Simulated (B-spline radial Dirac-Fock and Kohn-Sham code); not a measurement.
# Auger parameter of thallium: the L3 level and its strongest L3-MM line

The computed values come from a radial finite-basis atomic code: Dirac-Fock ΔSCF + Breit + QED. The modified Auger parameter α′ is the binding energy plus the kinetic energy of the Auger electron; it does not depend on the energy zero. For free ions it tends to fall with charge, since less charge screens the final holes.

```tsv
species	configuration	binding 2p3/2 (eV)	Auger line	kinetic (eV)	α′ (eV)
Tl	[Xe] 4f14 5d10 6s2 6p1	12663.1	M4M5 J=4	7687.7	20350.8
Tl	[Xe] 4f14 5d10 6s1 6p2	12665.1	M4M5 J=4	7685.9	20350.9
Tl⁺	[Xe] 4f14 5d10 6s2	12671.4	M4M5 J=4	7678.0	20349.3
Tl²⁺	[Xe] 4f14 5d10 6s1	12682.4	M4M5 J=4	7665.7	20348.1
Tl³⁺	[Xe] 4f14 5d10	12694.4	M4M5 J=4	7652.7	20347.1
Tl³⁺ (Watson 1.6 Å)	[Xe] 4f14 5d10	12667.5	M4M5 J=4	7679.7	20347.2
```
